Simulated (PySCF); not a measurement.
Simulation results for CH7BGeSi

All values are calculated (PySCF 2.14.0). Calculation on a computer-drawn molecule: the log of a Hartree-Fock and frozen-core CCSD(T) single point meant for a local Hartree-Fock minimum, with one planted fault or none, to be diagnosed. Offsets are logged minus clean, where the clean run is the same molecule without the fault. The reference is restricted for singlets and unrestricted otherwise, and also for a bond in bohr or an excited solution. Adding or removing an electron swaps singlet and doublet. The excited solution moves the top pair (singlet) or top alpha electron (doublet) to the lowest empty orbital. Highest occupied and lowest empty are orbital energies over both spins, largest force is the largest gradient component, triples share is (T) over the correlation energy, the T1 limit is 0.02 restricted and 0.045 unrestricted, electrons count all cores, a negative frequency is imaginary (commonest isotopes), and the dipole is about the centre of nuclear charge; on germanium a core potential holds 10 electrons, which the energies leave out, and 3d is frozen in MP2 and coupled-cluster steps.

CH7BGeSi

Logged structure:
```xyz
11
CH7BGeSi
B     -0.3348    -2.6025     0.9616
Si    -0.5878    -0.7411     1.7545
C     -0.3497     0.6872     0.5870
Ge     0.0692     0.6435    -1.1290
H     -0.0492    -2.8318    -0.1820
H     -0.4793    -3.5542     1.6815
H     -1.9561    -0.6930     2.3458
H      0.3505    -0.6187     2.9072
H     -0.4804     1.6886     0.9923
H      0.3021    -0.6327    -1.9180
H      0.2325     1.9031    -1.9668
```

- meant charge: 0
- meant multiplicity: 1
- meant basis: cc-pV(D+d)Z
- meant basis and core potential on germanium: cc-pVDZ-PP ECP10MDF
- logged electrons: 65
- logged basis functions: 109
- logged SCF converged: yes
- logged spin squared: 0.7724
- logged highest occupied: 0.20603 eV
- logged lowest empty: 5.2964 eV
- logged largest force: 0.064943 hartree/bohr
- logged T1 diagnostic: 0.016265
- logged D1 diagnostic: 0.075336
- logged triples share: 0.030629
- logged CC converged: yes
- logged dipole magnitude: 1.1993 debye
- logged SCF stable within its kind: yes
- logged energy HF: -648.81021 hartree
- logged energy CCSD(T): -649.31322 hartree
- possible faults: no fault, one electron removed, one electron added, multiplicity raised by two, geometry at a saddle point, SCF held on an excited solution, minimal basis STO-3G, one bond length entered in bohr, all coordinates scaled
- planted fault: one electron added
- HF energy offset from clean run: 22.66 kcal/mol
- CCSD(T) energy offset from clean run: 18.53 kcal/mol

Drawn bonds:
```csv
atom,other atom,order
1,2,1
2,3,1
3,4,2
1,5,1
1,6,1
2,7,1
2,8,1
3,9,1
4,10,1
4,11,1
```

Notes: highest electron not bound in this basis.
